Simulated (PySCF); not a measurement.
Species: C₅H₄F₃NS.
SMILES with atom numbers: `[F:1][C:2]([F:3])([F:4])[S:5][c:6]1[cH:7][cH:8][cH:9][nH:10]1`

Definitions: NICS(0) = −σiso at the ring centroid; NICS(1) = −σiso and NICS(1)zz = −σzz at ±1 Å along the ring normal z. Level: GIAO PBE0/pcSseg-1 (PySCF, non-relativistic, gas phase) on the GFN2-xTB geometry, one conformer.

Ring bond lengths (Å), with Mayer bond orders in brackets: C6–C7 1.374 (1.42), C7–C8 1.404 (1.39), C8–C9 1.372 (1.49), C9–N10 1.352 (1.20), N10–C6 1.364 (1.10).

Problem. Give the NICS values of each ring in ppm.

Solution. 
```
           ring                                               type  NICS(0)  NICS(1), two faces  NICS(1)zz, two faces  rms pucker (Å)  centre to ring atoms, mean (Å)
C6–C7–C8–C9–N10  5-membered ring with N; formal bonds all aromatic    -13.7       -11.1 / -11.1         -30.2 / -29.1            0.00                            1.17
```

Problem. What can be read from them?

Solution. 
- C6–C7–C8–C9–N10: mean NICS(1)zz -29.6 ppm, shielded. The ring is flat and has no four-coordinate atom; by the NICS criterion it is aromatic.

Problem. And the bond-length index? HOMA = 1 − mean of α(R − Ropt)² over the ring bonds, with Krygowski's 1993 parameters (CC: Ropt 1.388 Å, α 257.7 Å⁻²; CN: Ropt 1.334 Å, α 93.52 Å⁻²).

Solution. 
- C6–C7–C8–C9–N10: HOMA 0.94; the largest term is that of N10–C6, α(R − Ropt)² = 0.08. The geometric and the magnetic index point the same way.

Problem. At the first NICS(1) probe listed for ring C6–C7–C8–C9–N10, 1 Å off the ring, what do the in-plane components average?

Solution. The isotropic value is a third of the trace: (3 × -11.1 − (-30.2))/2 = -1.5 ppm.

Problem. Give the inner angles of the rings and the Hirshfeld charges of the ring atoms.

Solution. 
- C6–C7–C8–C9–N10: C6 108.7° (-0.019 e), C7 106.5° (-0.087 e), C8 107.5° (-0.092 e), C9 108.5° (-0.019 e), N10 108.7° (-0.064 e); sum 540.0° against 540° for a flat convex ring.

Problem. How shielded are the nuclei of the rings and their hydrogens (means over atoms taken as equivalent)?

Solution. 
| atoms | environment | σ isotropic (ppm) | principal values of the symmetric part, first atom (ppm) |
| --- | --- | --- | --- |
| C6 | substituted aromatic carbon | 73.3 | 8.9, 88.4, 122.7 |
| C7 | aromatic CH carbon | 60.3 | -24.7, 50.2, 155.3 |
| C8 | aromatic CH carbon | 70.4 | -7.4, 55.0, 163.5 |
| C9 | aromatic CH next to a ring nitrogen | 60.6 | -13.1, 51.9, 143.0 |
| N10 | pyrrole-type nitrogen | 78.2 | -16.8, 98.9, 152.6 |
| H on C7 | aromatic hydrogen | 24.68 | 21.9, 24.4, 27.8 |
| H on C8 | aromatic hydrogen | 25.13 | 22.5, 25.4, 27.5 |
| H on C9 | aromatic hydrogen | 24.72 | 21.4, 25.1, 27.7 |
| H on N10 | N–H hydrogen | 23.69 | 17.9, 25.3, 27.9 |

The values belong to the conformer `[F:1][C:2]([F:3])([F:4])[S:5][c:6]1[cH:7][cH:8][cH:9][nH:10]1`: F1–C2–S5–C6 57°, C2–S5–C6–C7 96°.
